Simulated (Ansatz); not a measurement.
ClGa, singlet, geometry from GFN2-xTB (such geometries of metal compounds can be far from the true shape); HF/cc-pV(D+d)Z in Ansatz (an electronic-structure program).

Here is a job for Ansatz.
Ansatz 0.2 input:
```yaml
crystal:
  periodic: [false, false, false]
  atoms:
    - {symbol: Ga, position_ang: [-0.00000000, -0.00000000, -0.76826451]}
    - {symbol: Cl, position_ang: [0.00000000, 0.00000000, 1.40095293]}
basis:
  gaussian:
    orbitals: cc-pV_D+d_Z.json
hamiltonian:
  xc: hf
```
The basis file holds cc-pV(D+d)Z in the JSON format of the Basis Set Exchange.

The log (banner, timings and long lists left out):

```
Functional definition: HF
562 factors; integrals over basis functions are off by at most 3.8e-4 eV
mean field evaluation 1: about -64838.3054 eV, gradient 1.3e1 eV
mean field evaluation 2: about -64838.3488 eV, gradient 1.3e1 eV
mean field evaluation 4: about -64839.0770 eV, gradient 8.2e-1 eV
mean field evaluation 8: about -64839.0871 eV, gradient 5.8e-3 eV
mean field -64839.08714941 eV, -2382.7925032291 hartree, gradient 1.1e-5 eV, S^2 0.000000; 0 other end points of the search recorded, 0 dependent functions left out
reference -64839.08714941 eV, -2382.7925032291 hartree; 24, 24 occupied and 26, 26 virtual orbitals, 562 factors
Total energy: -64839.08714941 eV, -2382.7925032291 hartree
```
